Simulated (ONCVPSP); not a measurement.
## How hard is this Si ONCV potential?

ONCVPSP 4.0.1 input, shortened (lines: element, Z, core and valence counts, functional; n l f; lmax; l rc ep ncon nbas qcut; lloc lpopt rc5 dvloc0; l nproj debl; icmod fcfact rcfact), PBE, scalar-relativistic:

```
  Si 14.00    3    1        4      upf
    1    0    2.00
    2    0    2.00
    2    1    6.00
    3    0    2.00
    2
    0    1.30    0.00    3    6    5.00
    1    1.05    0.15    5    8    6.50
    2    1.05    0.43    4    8    8.20
    2    5    1.05    0.00
    0    2    2.90
    1    2    2.90
    2    0    2.80
    0    0.00    0.00
```

For each optimised wave give the share of its norm inside rc, the residual kinetic energy above qcut (Ha) and the cutoffs (Ha) for errors of 10, 1, 0.1 and 0.01 mHa per electron.

```
         wave  norm inside rc  residual KE  10 mHa  1 mHa  0.1 mHa     0.01 mHa
           3s           0.161      9.7e-04     5.3   11.8     67.2  not reached
s projector 2           0.062      9.9e-03    12.6   46.3     99.3        124.6
p projector 1           0.033      1.0e-01   136.3  171.6    192.8        242.7
p projector 2           0.045      2.0e-02   105.3  220.5    248.7        292.0
d projector 1           0.048      4.9e-04    17.5   29.9     95.0        202.3
```

The occupied waves need 12 Ha and 67 Ha for 1 and 0.1 mHa. Note: ghosts flagged at negative energy: s at -170.8 eV, p at -107.0 eV; GHOST(+) flags only above 600 eV. A true bound ghost makes a file unfit for plane-wave use. Its largest configuration-test error is +460 meV.
